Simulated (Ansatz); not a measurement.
`N[AsH][TeH]` at its PBE0-D4/def2-TZVP geometry, where that method's forces vanish. Charge 0, multiplicity 1. Te takes the def2 core potential.

| atom | x (Å) | y (Å) | z (Å) |
| --- | --- | --- | --- |
| N1 | 1.102 | -0.647 | 0.255 |
| As2 | 0.222 | 0.758 | -0.558 |
| Te3 | -2.164 | 0.438 | 0.365 |
| H4 | 2.105 | -0.531 | 0.214 |
| H5 | 0.842 | -1.575 | -0.044 |
| H6 | -0.235 | 0.084 | -1.859 |
| H7 | -1.872 | 1.473 | 1.628 |

(1) For each bond, give half the difference of the two atoms' forces along it (eV/Å; positive pushes the atoms apart) under PBE-D4, r2SCAN-D4, B3LYP-D4, ωB97M-V in def2-TZVPP. (Estimate.)

Answers

(1) Computed: 
```tsv
bond	length (Å)	PBE-D4	r2SCAN-D4	B3LYP-D4	ωB97M-V
N1–As2	1.846	0.30	0.13	0.29	0.06
N1–H4	1.011	0.20	0.00	-0.06	-0.03
N1–H5	1.010	0.19	0.01	-0.06	-0.04
As2–Te3	2.579	0.26	0.11	0.27	-0.11
As2–H6	1.534	0.23	-0.01	0.02	-0.13
Te3–H7	1.658	0.27	0.03	0.07	-0.14
```

B3LYP here is the variant with VWN-RPA as its local correlation; programs differ in this.
